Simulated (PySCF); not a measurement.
NMR data simulated for an unnamed compound:

1H NMR (400 MHz, computed): δ 5.53 (m, 1H), 2.76 (m, 1H), 2.23 (m, 2H), 2.02 (s, 3H), 2.00 (m, 2H).

13C{1H} NMR (computed): δ 92.1 (C), 84.3 (C), 35.0 (CH2), 20.1 (CH), 4.9 (CH3).

[PySCF 2.14: GFN2-xTB geometry; NMR shieldings at PBE0/pcSseg-1/GIAO; one conformer; in vacuum; no relativistic terms; fast rotation and ring inversion assumed for equivalent nuclei]

Shifts are taken against calculated references (same method and geometry level): 1H (σref 31.72), 13C (σref 186.93) against TMS.

Q: Which of these does the molecule contain: a Si–H bond, a C≡C triple bond, an N-methyl group, a three-membered ring, a (CH3)2CH unit?

A: 
- A Si–H bond: yes (δH 5.53 (m)).
- A C≡C triple bond: yes (δC 84.3, 92.1).
- An N-methyl group: no.
- A three-membered ring: no.
- A (CH3)2CH unit: no.

The data belong to `CC#C[C@H]1C[Si@@H](Cl)C1`, C$_{6}$H$_{9}$ClSi; they needn't prove each group on their own.

Carbon signals by region: 2 at 50–100 ppm, 3 below 50 ppm.

Shifts are as computed. Against solution values, carbons near 30 ppm lie about +3 ppm off and those near 130 ppm about +5 ppm. Of 1309 compounds with measured shifts, 239 miss one by over three times the rms of a fit or turn the order of signals round; such compounds aren't used in these exercises. Multiplicities follow the n + 1 count of equivalent neighbours, as no J values were calculated; m marks all less simple cases, F and P coupling included.
